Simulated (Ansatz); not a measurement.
`OB(F)[NH][AlH2]` + HBr → `OB(F)Br` + `[NH2][AlH2]` at 600 K and 1 bar (ligand exchange at a B–N bond).

Computed with Ansatz on PBE0-D4/def2-TZVP structures; ΔE is electronic, products minus reactants. CBS: MP2 limit from def2 TZ/QZ plus the TZ coupled-cluster correction, frozen cores. This one scheme is used for every species. For Br outer-core shells are correlated without core-valence functions, which leaves a few kJ/mol of doubt a bond. Scalar relativity is left out up to krypton. Each species was taken in one conformer, which may not be the lowest.

```tsv
species	CCSD(T)/CBS energy (Eh)	H − E (kJ/mol)	S (J/(mol·K))
`OB(F)[NH][AlH2]`	-499.07336	196.7	421.3
HBr	-2573.91920	33.5	219.1
`OB(F)Br`	-2773.83630	95.8	347.4
`[NH2][AlH2]`	-299.14566	138.4	304.9
```

H − E and S are ideal-gas, rigid-rotor, harmonic terms from PBE0-D4/def2-TZVP, for one conformer and one mirror image of each species. 1 Eh = 2625.50 kJ/mol, R = 8.31446 J/(mol·K).

**Question.** By hand: ΔE, ΔH, ΔS and ΔG.

**Answer.** ΔE = (-2773.83630) + (-299.14566) − (-499.07336) − (-2573.91920) = 0.01060 Eh = 27.8 kJ/mol. Δ(H − E) = 95.8 + 138.4 − 196.7 − 33.5 = 4.0, so ΔH = 31.8 kJ/mol. ΔS = 347.4 + 304.9 − 421.3 − 219.1 = 11.9 J/(mol·K). ΔG = 31.8 − 600 × (11.9)/1000 = 24.7 kJ/mol.

**Question.** By hand: the equilibrium constant, and the temperature at which ΔG would vanish if ΔH and ΔS stayed fixed.

**Answer.** log₁₀ K = −ΔG/(RT ln 10) = -2.2. ΔG = 0 at ΔH/ΔS = 2672 K, far beyond where these terms or the molecules hold.

The number of gas molecules stays the same, so ΔS is small and ΔH decides. A doubt of 5 kJ/mol in ΔE shifts log₁₀ K by 0.4 here. Other conformers and mirror images would add mixing entropy, several J/(mol·K) or more a flexible species. These are equilibria of isolated gas molecules and say nothing of rates. Largest T1 diagnostic: 0.012 (customary marks: 0.02 for closed shells, 0.045 for open ones).
